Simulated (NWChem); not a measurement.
# BiF₃; SMILES [F][Bi]([F])[F]

Results from NWChem. Medium grid unless said otherwise, to which SCAN and Minnesota functionals are sensitive. Geometry: optimised at PBE-D3(BJ)/def2-SVP. def2 effective core potentials on Bi; no spin-orbit coupling. Hybrids' shares of exact exchange are those that their runs print; pure functionals count as 0. The functionals differ in more than this share.

| row | share of exact exchange | orbital gap (eV) |
|---|---|---|
| PBE/def2-SVP | 0.00 | 5.70 |
| TPSS/def2-SVP | 0.00 | 5.90 |
| B3LYP/def2-SVP | 0.20 | withheld |
| MPW1K/def2-SVP | 0.43 | 9.70 |
| M05-2X/def2-SVP | 0.56 | 10.76 |

Fit a straight line of the last column on the one before it, predict the withheld value, and compare with the run.


1. Means of the 4 shown rows: x = 0.247, y = 8.015. Slope Σ(x − x̄)(y − ȳ)/Σ(x − x̄)² = 2.262/0.2535 = 8.923; intercept 5.807.
2. The shown rows scatter about the line by 0.079 (root mean square); the largest residual is -0.11, at PBE/def2-SVP.
3. At x = 0.20 (B3LYP/def2-SVP; inside the shown range) the line gives 7.59.
4. The run gives 7.49, -0.10 from the line, 1.3 times the scatter.
